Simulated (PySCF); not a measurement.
# Nb: interval between two levels

Nb [Kr] 4d4 5s1 [6D9/2, M_J = 9/2] → Nb [Kr] 4d3 5s1 6s1 [6F11/2, M_J = 11/2], as a difference of total energies. Calculation: PySCF 2.14, in x2c-SVPall-2c with one added diffuse shell each of s, p, d type (7s9p7d1f, 76 functions); the two-component X2C-1e Hamiltonian. Correlated levels: [Ar] 3d10 frozen; the 6 highest virtual spinors dropped. "Screened" scales the spin-orbit matrix elements by Boettger's factors to mimic the two-electron term; Breit and QED terms are absent.

```
                    method  interval between two levels (cm⁻¹)
           GHF (spin-free)                               32143
          GMP2 (spin-free)                               36842
 GHF (screened spin-orbit)                               32469
GMP2 (screened spin-orbit)                               37186
```

The labels give the starting determinants; with spin-orbit coupling the two ends relaxed to ⟨J²⟩ = 24.76, ⟨L²⟩ = 6.03, ⟨S²⟩ = 8.75 and ⟨J²⟩ = 35.76, ⟨L²⟩ = 12.05, ⟨S²⟩ = 8.74.

The promoted electron is Rydberg-like, and one or two diffuse shells describe it only roughly, which tends to raise the upper state.
